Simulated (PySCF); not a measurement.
IIn, charge -1, doublet, at a GFN2-xTB geometry (such geometries of metal compounds can be far from the true shape) (a state made from the parent by changing its charge; the spin is typed, not shown lowest) (core potentials on I, In) (in this run its highest filled SCF level lies above zero, so its values depend strongly on the basis, on diffuse functions most of all); DF-B3LYP/def2-TZVPD (PySCF).

PySCF was given this input:
```python
from pyscf import gto, scf, dft
import numpy

mol = gto.Mole()
mol.atom = '''
    In   -0.000000   -0.000000   -1.554794
    I     0.000000    0.000000    1.437451
'''
mol.basis = 'def2-tzvpd'
mol.ecp = {'I': 'def2-tzvpd', 'In': 'def2-tzvpd'}
mol.charge = -1
mol.spin = 1
mol.verbose = 4
mol.build()
print('smallest overlap eigenvalue', numpy.linalg.eigvalsh(mol.intor('int1e_ovlp'))[0])

mf = dft.UKS(mol)
mf.xc = 'b3lyp'
mf = mf.density_fit(auxbasis='def2-universal-jkfit')
mf = scf.addons.remove_linear_dep_(mf, threshold=1e-4, lindep=1e-4)
mf.kernel()
mf.analyze()
```

Question: Write the output that PySCF gives for this input, abridged.

Answer: 
```
PySCF version 2.14.0

[INPUT] verbose = 4
[INPUT] num. atoms = 2
[INPUT] num. electrons = 47
[INPUT] charge = -1
[INPUT] spin (= nelec alpha-beta = 2S) = 1
[INPUT] symmetry False subgroup None
[INPUT] Mole.unit = angstrom
[INPUT] Symbol           X                Y                Z      unit          X                Y                Z       unit  Magmom
[INPUT]  1 In     0.000000000000   0.000000000000  -1.554794000000 AA    0.000000000000   0.000000000000  -2.938134840117 Bohr   0.0
[INPUT]  2 I      0.000000000000   0.000000000000   1.437451000000 AA    0.000000000000   0.000000000000   2.716388707482 Bohr   0.0

nuclear repulsion = 92.8460188697784
number of shells = 37
number of NR pGTOs = 201
number of NR cGTOs = 115
basis = def2-tzvpd
ecp = {'I': 'def2-tzvpd', 'In': 'def2-tzvpd'}
input.py:20: DeprecationWarning: remove_linear_dep_ is deprecated and will be removed in a future release. Linear dependency handling is now built into the SCF procedure by default. Linear dependency removal can be controlled using the following settings:
  pyscf.scf.hf.remove_overlap_zero_eigenvalue = True
  pyscf.scf.hf.overlap_zero_eigenvalue_threshold = 1e-6

  mf = scf.addons.remove_linear_dep_(mf, threshold=1e-4, lindep=1e-4)
smallest overlap eigenvalue 0.0018522714263183462

******** <class 'pyscf.df.df_jk.DFUKS'> ********
method = DFUKS
initial guess = minao
damping factor = 0
level_shift factor = 0
DIIS = <class 'pyscf.scf.diis.CDIIS'>
diis_start_cycle = 1
diis_space = 8
diis_damp = 0
SCF conv_tol = 1e-09
SCF conv_tol_grad = None
SCF max_cycles = 50
direct_scf = False
number electrons alpha = 24  beta = 23
XC library pyscf.dft.libxc version 7.1.2
    S. Lehtola, C. Steigemann, M. J. T. Oliveira, and M. A. L. Marques,  SoftwareX 7, 1–5 (2018)
XC functionals = b3lyp
    P. J. Stephens, F. J. Devlin, C. F. Chabalowski, and M. J. Frisch,  J. Phys. Chem. 98, 11623 (1994)
radial grids:
    Treutler-Ahlrichs [JCP 102, 346 (1995); DOI:10.1063/1.469408] (M4) radial grids

becke partition: Becke, JCP 88, 2547 (1988); DOI:10.1063/1.454033
pruning grids: <function nwchem_prune>
grids dens level: 3
symmetrized grids: False
atomic radii adjust function: <function treutler_atomic_radii_adjust>
small_rho_cutoff = 0
Set gradient conv threshold to 3.16228e-05
tot grids = 43832
******** <class 'pyscf.df.df.DF'> ********
auxbasis = def2-universal-jkfit
init E= -412.914980204844

cycle= 1 E= -485.327685521728  delta_E= -72.4  |g|=  2.8  |ddm|= 34.1
cycle= 2 E= -479.181714647662  delta_E= 6.15  |g|=  3.8  |ddm|= 23.4
cycle= 3 E= -487.436517487363  delta_E= -8.25  |g|= 0.812  |ddm|=   22
cycle= 4 E= -486.542859517614  delta_E= 0.894  |g|= 1.39  |ddm|= 3.39
cycle= 5 E= -488.097627485268  delta_E= -1.55  |g|= 0.223  |ddm|=  1.8
cycle= 6 E= -488.088757933982  delta_E= 0.00887  |g|= 0.201  |ddm|= 0.579
cycle= 7 E= -488.11656662755  delta_E= -0.0278  |g|= 0.0511  |ddm|= 0.212
cycle= 8 E= -488.118600402518  delta_E= -0.00203  |g|= 0.0201  |ddm|= 0.0677
cycle= 9 E= -488.118979722478  delta_E= -0.000379  |g|= 0.0025  |ddm|= 0.0397
cycle= 10 E= -488.118982089845  delta_E= -2.37e-06  |g|= 0.000799  |ddm|= 0.0053
cycle= 11 E= -488.118982428998  delta_E= -3.39e-07  |g|= 0.000191  |ddm|= 0.00165
cycle= 12 E= -488.118982480642  delta_E= -5.16e-08  |g|= 3.77e-05  |ddm|= 0.000675
cycle= 13 E= -488.118982484631  delta_E= -3.99e-09  |g|= 1.39e-05  |ddm|= 0.000278
cycle= 14 E= -488.118982484834  delta_E= -2.03e-10  |g|= 8.25e-06  |ddm|= 5.89e-05
Extra cycle  E= -488.118982484829  delta_E= 5.34e-12  |g|= 1.18e-05  |ddm|= 3.88e-05
converged SCF energy = -488.118982484829  <S^2> = 0.75222239  2S+1 = 2.0022212
**** SCF Summaries ****
Total Energy =                        -488.118982484828962
Nuclear Repulsion Energy =              92.846018869778391
One-electron Energy =                -1047.425242639687895
Two-electron Energy =                  466.460241285080542
Two-electron Coulomb Energy =          505.729396166868639
DFT Exchange-Correlation Energy =      -39.269154881788090
**** MO energy ****
                             alpha | beta                alpha | beta
MO #1   energy= -6.63868218136049  | -6.6385519669223   occ= 1 | 1
MO #2   energy= -4.65667541651607  | -4.65665498015957  occ= 1 | 1
MO #3   energy= -4.65486144207928  | -4.65482157937792  occ= 1 | 1
MO #4   energy= -4.65408282972726  | -4.65375689936707  occ= 1 | 1
MO #5   energy= -4.48787474547887  | -4.48716426300484  occ= 1 | 1
MO #6   energy= -2.89178515505332  | -2.89186010898038  occ= 1 | 1
MO #7   energy= -2.88789854821643  | -2.88791955881217  occ= 1 | 1
MO #8   energy= -2.88549681310051  | -2.88326030075074  occ= 1 | 1
MO #9   energy= -1.70525686450068  | -1.70523411048832  occ= 1 | 1
MO #10  energy= -1.70473560318044  | -1.70473929454367  occ= 1 | 1
MO #11  energy= -1.70405464032649  | -1.70383139304877  occ= 1 | 1
MO #12  energy= -1.70243785817778  | -1.70221194565126  occ= 1 | 1
MO #13  energy= -1.70238607934016  | -1.70212980212736  occ= 1 | 1
MO #14  energy= -0.578765139959543 | -0.578604037301363 occ= 1 | 1
MO #15  energy= -0.577008067752055 | -0.576905947545286 occ= 1 | 1
MO #16  energy= -0.574739209571865 | -0.572290697483822 occ= 1 | 1
MO #17  energy= -0.571970852707791 | -0.569000928446756 occ= 1 | 1
MO #18  energy= -0.571208990705207 | -0.568793945797614 occ= 1 | 1
MO #19  energy= -0.484875383530228 | -0.483958091629065 occ= 1 | 1
MO #20  energy= -0.187213788739383 | -0.174834804144706 occ= 1 | 1
MO #21  energy= -0.0884036983724841 | -0.0882376500399991 occ= 1 | 1
MO #22  energy= -0.0876216725367682 | -0.0847896994136726 occ= 1 | 1
MO #23  energy= -0.0790559272920062 | -0.0739504696567597 occ= 1 | 1
MO #24  energy= 0.0371284582399287 | 0.0821482197621393 occ= 1 | 0
MO #25  energy= 0.0782442259114369 | 0.0969803289826716 occ= 0 | 0
MO #26  energy= 0.103722762471196  | 0.104939340638747  occ= 0 | 0
MO #27  energy= 0.106517456518263  | 0.108870024042276  occ= 0 | 0
MO #28  energy= 0.13079633158738   | 0.130249359370721  occ= 0 | 0
MO #29  energy= 0.131630327231296  | 0.132566004775996  occ= 0 | 0
MO #30  energy= 0.139073495398755  | 0.142861550464477  occ= 0 | 0
MO #31  energy= 0.159007033884739  | 0.166429646151317  occ= 0 | 0
MO #32  energy= 0.163459433980995  | 0.168691554996522  occ= 0 | 0

WARN: Weak orthogonality for localized orbitals 5.805904056487312e-09

spin_pop of  0 In 4s       -0.00003
spin_pop of  0 In 5s        0.00157
spin_pop of  0 In 6s       -0.00014
spin_pop of  0 In 7s        0.00017
spin_pop of  0 In 8s       -0.00014
spin_pop of  0 In 9s       -0.00010
spin_pop of  0 In 10s        0.00006
spin_pop of  0 In 4px      -0.00000
spin_pop of  0 In 4py       0.00141
spin_pop of  0 In 4pz       0.00218
spin_pop of  0 In 5px       0.00002
spin_pop of  0 In 5py       0.00015
spin_pop of  0 In 5pz       0.00022
spin_pop of  0 In 6px       0.00002
spin_pop of  0 In 6py       0.34067
spin_pop of  0 In 6pz       0.52475
spin_pop of  0 In 7px       0.00401
spin_pop of  0 In 7py       0.00587
spin_pop of  0 In 7pz       0.00909
spin_pop of  0 In 8px       0.00007
spin_pop of  0 In 8py       0.00351
spin_pop of  0 In 8pz       0.00546
spin_pop of  0 In 4dxy     -0.00216
spin_pop of  0 In 4dyz     -0.00140
spin_pop of  0 In 4dz^2    -0.00158
spin_pop of  0 In 4dxz     -0.00338
spin_pop of  0 In 4dx2-y2    0.00006
spin_pop of  0 In 5dxy      0.00244
spin_pop of  0 In 5dyz      0.00027
spin_pop of  0 In 5dz^2     0.00163
spin_pop of  0 In 5dxz      0.00093
spin_pop of  0 In 5dx2-y2   -0.00042
spin_pop of  0 In 6dxy      0.00189
spin_pop of  0 In 6dyz      0.00126
spin_pop of  0 In 6dz^2     0.00137
spin_pop of  0 In 6dxz      0.00298
spin_pop of  0 In 6dx2-y2   -0.00004
spin_pop of  0 In 7dxy      0.01175
spin_pop of  0 In 7dyz      0.00058
spin_pop of  0 In 7dz^2     0.00753
spin_pop of  0 In 7dxz     -0.00054
spin_pop of  0 In 7dx2-y2    0.00006
spin_pop of  0 In 4f-3     -0.00000
spin_pop of  0 In 4f-2     -0.00000
spin_pop of  0 In 4f-1      0.00000
spin_pop of  0 In 4f+0     -0.00000
spin_pop of  0 In 4f+1      0.00000
spin_pop of  0 In 4f+2     -0.00000
spin_pop of  0 In 4f+3      0.00000
spin_pop of  0 In 5f-3     -0.00000
spin_pop of  0 In 5f-2     -0.00002
spin_pop of  0 In 5f-1      0.00018
spin_pop of  0 In 5f+0     -0.00061
spin_pop of  0 In 5f+1      0.00010
spin_pop of  0 In 5f+2     -0.00000
spin_pop of  0 In 5f+3     -0.00000
spin_pop of  1 I 4s       -0.00000
spin_pop of  1 I 5s        0.00001
spin_pop of  1 I 6s       -0.00012
spin_pop of  1 I 7s       -0.00014
spin_pop of  1 I 8s       -0.00005
spin_pop of  1 I 9s        0.00004
spin_pop of  1 I 10s        0.00005
spin_pop of  1 I 4px      -0.00001
spin_pop of  1 I 4py       0.00019
spin_pop of  1 I 4pz       0.00029
spin_pop of  1 I 5px      -0.00029
spin_pop of  1 I 5py       0.00002
spin_pop of  1 I 5pz       0.00003
spin_pop of  1 I 6px      -0.00005
spin_pop of  1 I 6py       0.00897
spin_pop of  1 I 6pz       0.01435
spin_pop of  1 I 7px      -0.00448
spin_pop of  1 I 7py       0.00388
spin_pop of  1 I 7pz       0.00601
spin_pop of  1 I 8px      -0.00018
spin_pop of  1 I 8py       0.00296
spin_pop of  1 I 8pz       0.00457
spin_pop of  1 I 9px       0.00008
spin_pop of  1 I 9py       0.00644
spin_pop of  1 I 9pz       0.00993
spin_pop of  1 I 4dxy      0.00068
spin_pop of  1 I 4dyz     -0.00004
spin_pop of  1 I 4dz^2     0.00044
spin_pop of  1 I 4dxz     -0.00009
spin_pop of  1 I 4dx2-y2    0.00001
spin_pop of  1 I 5dxy      0.00050
spin_pop of  1 I 5dyz      0.00000
spin_pop of  1 I 5dz^2     0.00033
spin_pop of  1 I 5dxz      0.00003
spin_pop of  1 I 5dx2-y2   -0.00001
spin_pop of  1 I 6dxy      0.00560
spin_pop of  1 I 6dyz     -0.00001
spin_pop of  1 I 6dz^2     0.00363
spin_pop of  1 I 6dxz      0.00005
spin_pop of  1 I 6dx2-y2   -0.00000
spin_pop of  1 I 7dxy      0.00844
spin_pop of  1 I 7dyz     -0.00003
spin_pop of  1 I 7dz^2     0.00547
spin_pop of  1 I 7dxz      0.00001
spin_pop of  1 I 7dx2-y2   -0.00000
spin_pop of  1 I 4f-3     -0.00000
spin_pop of  1 I 4f-2     -0.00000
spin_pop of  1 I 4f-1      0.00006
spin_pop of  1 I 4f+0     -0.00000
spin_pop of  1 I 4f+1      0.00004
spin_pop of  1 I 4f+2     -0.00000
spin_pop of  1 I 4f+3     -0.00000
spin_pop of  1 I 5f-3     -0.00000
spin_pop of  1 I 5f-2     -0.00000
spin_pop of  1 I 5f-1      0.00042
spin_pop of  1 I 5f+0      0.00000
spin_pop of  1 I 5f+1      0.00027
spin_pop of  1 I 5f+2     -0.00000
spin_pop of  1 I 5f+3     -0.00000

WARN: Weak orthogonality for localized orbitals 5.805904056487312e-09

In total            24.00000 | 23.00000

WARN: System has nonzero charge -1; the dipole moment is origin-dependent.
Location of origin: [0. 0. 0.]

Dipole moment(X, Y, Z, Debye):  0.00000,  0.00000,  0.28605
```
